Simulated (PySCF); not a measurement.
Some computed properties have been withheld. Give your best values.

Species: C₂H₇NOSi.
SMILES: `C/C=N\[SiH2]O`

Conformer (atom-mapped SMILES and torsion angles): `[CH3:1]/[CH:2]=[N:3]\[SiH2:4][OH:5]`: C2–N3–Si4–O5 -137°, H–O5–Si4–N3 -40°.

```csv
property,level,value
point group,PBE0-D3(BJ)/def2-SVP,C1
"rotational constants A, B, C",PBE0-D3(BJ)/def2-SVP,"11.048, 1.971, 1.831 GHz"
dipole moment,CAM-B3LYP/def2-SVPD,?
HOMO energy,CAM-B3LYP/def2-SVPD,?
LUMO energy,CAM-B3LYP/def2-SVPD,?
lowest singlet excitation,TDDFT CAM-B3LYP/def2-SVPD,"4.22 eV (294 nm, f = 0.001)"
strongest line among the 10 lowest singlet transitions,TDDFT CAM-B3LYP/def2-SVPD,"S7 at 7.86 eV (158 nm, f = 0.469)"
lowest triplet excitation (Tamm–Dancoff),TDA CAM-B3LYP/def2-SVPD,?
static isotropic polarisability,CAM-B3LYP/def2-SVPD,64.0 au
vertical ionisation energy,ΔSCF CAM-B3LYP/def2-SVPD,?
electronic spatial extent ⟨r²⟩ about the centre of nuclear charge,CAM-B3LYP/def2-SVPD,691 bohr²
13C chemical shifts (computed TMS as zero) by class,GIAO PBE0/pcSseg-1,"178.8 (1 C), 30.6 (1 C) ppm"
1H chemical shifts (computed TMS as zero) by class,GIAO PBE0/pcSseg-1,?
"isotropic shieldings of nuclei other than C and H, by class",GIAO PBE0/pcSseg-1,"-127 (1 N), 302 (1 O), 392 (1 Si) ppm"
```

The electronic properties come from PySCF, for the isolated species, density fitting. One conformer (not necessarily the lowest) at the PBE0-D3(BJ)/def2-SVP geometry, without solvent or vibrations. NMR classes are plain means over equivalent atoms (diastereotopic ones count apart unless rotation or inversion swaps them), as if these changed places fast; in this geometry the members of some classes differ.

Question: Give the HOMO energy.

Answer: -8.43 eV.

Question: The vertical ionisation energy?

Answer: 9.17 eV.

Question: Give the dipole moment.

Answer: 2.60 D.

Question: Give the lowest triplet excitation (Tamm–Dancoff).

Answer: 3.68 eV.

Question: Give the LUMO energy.

Answer: 0.37 eV.

Question: What are the 1H chemical shifts (computed TMS as zero) by class?

Answer: 8.43 (1 H), 5.28 (2 H), 1.99 (3 H), 1.26 (1 H) ppm.

With B = h/(8π²I), that is 505.379 GHz u Å² over I, the principal moments of inertia are 45.7, 256.4 and 276.0 u Å² (most abundant isotopes); the inertial defect Ic − Ia − Ib is -26.1 u Å² (zero for a rigid planar frame, negative otherwise). The vertical singlet–triplet gap S1 − T1 is 0.54 eV (TDDFT singlet less Tamm–Dancoff triplet; S1: HOMO→LUMO, weight 0.95; T1: HOMO→LUMO, weight 0.93). The principal polarisabilities are 51.5, 59.0 and 81.6 au; their mean is the isotropic value.
